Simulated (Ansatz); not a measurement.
Series SiXY, Y = amino, computed as singlets and as triplets. Gas-phase values, no solvent. One relaxed conformer stands for each flexible species; it need not be the lowest. Strings in code marks are SMILES.

Quantity: adiabatic spin-state energy, in kJ/mol. HF references are unrestricted for open shells and restricted for singlets. The restricted reference of `B[Si]N`, `N[Si][AlH2]` and `N[SiH]` is unstable towards unrestricted orbitals.

A: `B[Si]N`: multiplicity 3 minus multiplicity 1
B: `N[Si][AlH2]`: multiplicity 3 minus multiplicity 1
C: `N[SiH]`: multiplicity 3 minus multiplicity 1
D: `N[Si]N`: multiplicity 3 minus multiplicity 1

Task: Put the candidates in order of adiabatic spin-state energy, lowest first, for frozen-core CCSD(T) with HF/cc-pVQZ and the correlation energy extrapolated as X^-3 from cc-pVTZ and cc-pVQZ // PBE0-D3(BJ)/def2-TZVP (Ansatz, a first-principles code).

Result: A (69.7 kJ/mol), B (75.0 kJ/mol), C (174.4 kJ/mol), D (243.2 kJ/mol)
